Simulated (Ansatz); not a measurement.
One change: `CC(O)(F)BCl` becomes `CC(O)(F)CO`.

Ansatz, PBE0-D4/def2-TZVP geometries, multiplicity 1. Each molecule was computed in one conformer, which needn't be the lowest.

| property | `CC(O)(F)BCl` |
| --- | --- |
| HOMO–LUMO gap (PBE/def2-TZVPP) / eV | 4.14 |
| size of the dipole moment (PBE/def2-TZVPP) / D | 2.07 |
| HOMO–LUMO gap (PBE0/def2-TZVPP) / eV | 6.63 |
| HOMO energy (B3LYP/def2-TZVPP) / eV | -8.18 |
| HOMO energy (ωB97M-V/def2-TZVPP) / eV | -10.69 |
| HOMO–LUMO gap (B3LYP/def2-TZVPP) / eV | 6.21 |

Give the same properties after the change, and the shifts. (Best estimate.)

Ansatz gave: 
```
                                      property  `CC(O)(F)CO`  shift
           HOMO–LUMO gap (PBE/def2-TZVPP) / eV          6.18   2.04
size of the dipole moment (PBE/def2-TZVPP) / D          1.86  -0.21
          HOMO–LUMO gap (PBE0/def2-TZVPP) / eV          8.73   2.10
           HOMO energy (B3LYP/def2-TZVPP) / eV         -7.82   0.36
         HOMO energy (ωB97M-V/def2-TZVPP) / eV        -10.49   0.20
         HOMO–LUMO gap (B3LYP/def2-TZVPP) / eV          8.12   1.91
```

With PBE0 the HOMO rises by 0.35 eV and the LUMO rises by 2.44 eV, so the gap widens by about 2.09 eV. PBE moves the HOMO by 0.53 eV and ωB97M-V by 0.20 eV. Dipoles are sizes alone; their direction can turn.

B3LYP here is the variant with VWN-RPA as its local correlation; programs differ in this.
